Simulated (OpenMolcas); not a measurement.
## Exact exchange and the HOMO–LUMO gap of CH7AlOSi

The species is CH7AlOSi (11 atoms), meant as a singlet with charge 0. As SMILES, `[CH3][AlH][O][SiH3]`. The coordinates come from a PBE0-D4/def2-TZVP relaxation. This is one conformer, not always the lowest.

The HOMO–LUMO gap y, in eV, basis cc-pVDZ; a is the functional's share of exact exchange. Programs: OpenMolcas 26.06.

| functional | program | a | y (eV) |
| --- | --- | --- | --- |
| r2SCAN | OpenMolcas | 0 | 5.72 |
| TPSS | OpenMolcas | 0 | 5.38 |
| B3LYP | OpenMolcas | 0.2 | ? |
| PBE0 | OpenMolcas | 0.25 | 7.16 |
| BHLYP | OpenMolcas | 0.5 | 9.17 |

Problem. Fit y = c + s·a to the known rows and predict B3LYP.

Solution. 
1. Means of the 4 rows: a = 0.1875, y = 6.857.
2. Σ(Δa)² = 0.17188, Σ(Δa·Δy) = 1.2319, so the slope is 1.2319/0.17188 = 7.1672.
3. Intercept: 6.857 − (7.1672) × 0.1875 = 5.513. The largest residual of the fit is 0.21.
4. B3LYP: 5.513 + (7.1672) × 0.2 = 6.95 eV.

The run gave 6.72 eV, so the prediction is off by +0.23 eV, about the largest residual. Exact exchange lowers occupied levels and raises empty ones. The rows mix families of semi-local functionals, which the line can't see.
